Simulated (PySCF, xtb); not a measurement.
BI2, SMILES I[B]I, multiplicity 2.

Harmonic wavenumbers (cm⁻¹) from GFN2-xTB in xtb at its own minimum, in rising order: 123, 517, 802.

Question: What does PBE0-D3(BJ)/def2-TZVP (PySCF) give at its own minimum? (The exact figures need the calculation; the answer reports its results.)

Answer: 120, 452, 774. Paired by order, the mean absolute difference is 32 cm⁻¹ and the zero-point energies are 2.1 and 1.9 kcal/mol.
